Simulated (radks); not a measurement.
Values are calculated unless marked as measured or tabulated.
Q: Ta2+, 71 electrons, occupied as [Kr] 4d10 4f14 5s1.75 5p6 5d3.25 (fractional occupations, a model configuration). Code: a radial shooting solver on a logarithmic mesh with Libxc functionals. Model: scalar-relativistic Kohn-Sham, LDA (Slater exchange, Perdew-Zunger correlation), spin-polarised, spherical densities, finite nucleus; open shells are filled with parallel spins first (spin-orbit coupling, left out, can overturn this in heavy ions); Fermi nuclear charge, rms radius 5.3507 fm. Some entries of the table are withheld. Estimate them.

| orbital | occ. | eigenvalue (eV) | <r> (bohr) | <1/r> (bohr^-1) |
|---|---|---|---|---|
| 1s up | 1 | -67306.33 | 0.01868 | 85.33 |
| 1s down | 1 | -67306.29 | 0.01868 | 85.33 |
| 2s up | 1 | -11579.76 | 0.07901 | 19.94 |
| 2s down | 1 | -11579.61 | 0.07901 | 19.94 |
| 2p up | 3 | -10156.78 | 0.07058 | 18.15 |
| 2p down | 3 | -10156.65 | 0.07058 | 18.15 |
| 3s up | 1 | -2665.041 | 0.2050 | 7.380 |
| 3s down | 1 | -2664.972 | 0.2050 | 7.380 |
| 3p up | 3 | -2241.614 | 0.2050 | 6.832 |
| 3p down | 3 | -2241.540 | 0.2050 | 6.832 |
| 3d up | 5 | -1745.779 | 0.1857 | 6.462 |
| 3d down | 5 | -1745.672 | 0.1857 | 6.462 |
| 4s up | 1 | -555.9902 | 0.4591 | 3.135 |
| 4s down | 1 | -555.8372 | 0.4591 | 3.135 |
| 4p up | 3 | -416.9693 | 0.4880 | 2.851 |
| 4p down | 3 | -416.8090 | 0.4879 | 2.852 |
| 4d up | 5 | -238.7725 | 0.5234 | 2.532 |
| 4d down | 5 | -238.5690 | 0.5231 | 2.533 |
| 5s up | 1 | -90.1792 | 1.100 | 1.214 |
| 5s down | 0.75 | -88.7792 | 1.095 | 1.221 |
| 5p up | 3 | -56.5782 | 1.290 | 1.016 |
| 5p down | 3 | -54.8354 | 1.282 | 1.024 |
| 4f up | 7 | -41.7366 | 0.6400 | 2.001 |
| 4f down | 7 | -41.3166 | 0.6350 | 2.010 |
| 5d up | 3.25 | (1) | 1.952 | 0.6595 |
| 6s up | 0 | -19.5191 | 2.815 | (2) |
| 6s down | 0 | -17.7358 | 2.897 | (3) |
| 5d down | 0 | (4) | 1.973 | 0.6574 |
| 6p up | 0 | -13.1799 | 3.481 | 0.3633 |
| 6p down | 0 | -11.9041 | 3.659 | 0.3430 |
| 6d up | 0 | -6.3727 | 5.484 | 0.2392 |
| 6d down | 0 | -5.9671 | 5.844 | 0.2226 |
| 5f up | 0 | -4.3984 | 6.066 | (5) |
| 5f down | 0 | -4.0487 | 6.883 | (6) |

A: 
(1) 5d up eigenvalue (eV): -19.7867
(2) 6s up <1/r> (bohr^-1): 0.4504
(3) 6s down <1/r> (bohr^-1): 0.4366
(4) 5d down eigenvalue (eV): -17.6753
(5) 5f up <1/r> (bohr^-1): 0.1971
(6) 5f down <1/r> (bohr^-1): 0.1704
